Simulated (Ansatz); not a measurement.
Mo(S)2(OH)2 (H₂MoO₂S₂), SMILES [OH][Mo](=[S])([OH])=[S], multiplicity 1.

Geometry optimised at PBE0-D3(BJ)/def2-SVP. The geometry has at least one imaginary mode, so it is a saddle point at that level. The spin state was assumed, not searched. The structure was generated by enumeration; whether it is a known compound was not checked. The def2 effective core potentials stand for the cores of Mo; spin–orbit coupling is left out. The values are those of a single conformer.

Two levels are set side by side: PBE/def2-SVPD (Ansatz, a program for electronic structure) and PBE0/def2-SVPD (Ansatz). Energy differences of separate SCF runs at the same geometry; the states with an electron removed or added have multiplicity 2 and 2. Differences are taken from unrounded values.

| quantity | PBE |
|---|---|
| vertical ionisation energy (eV) | 8.90 |
| vertical electron affinity (eV) | 1.22 |
| vertical singlet–triplet gap (eV) | 2.08 |

Task: These are the PBE values. What does PBE0 give? (The exact figures need the calculation; the answer reports its results.)

Result: 
```csv
quantity,PBE0,PBE minus PBE0
vertical ionisation energy (eV),9.02,-0.11
vertical electron affinity (eV),1.65,-0.42
vertical singlet–triplet gap (eV),1.78,0.30
```
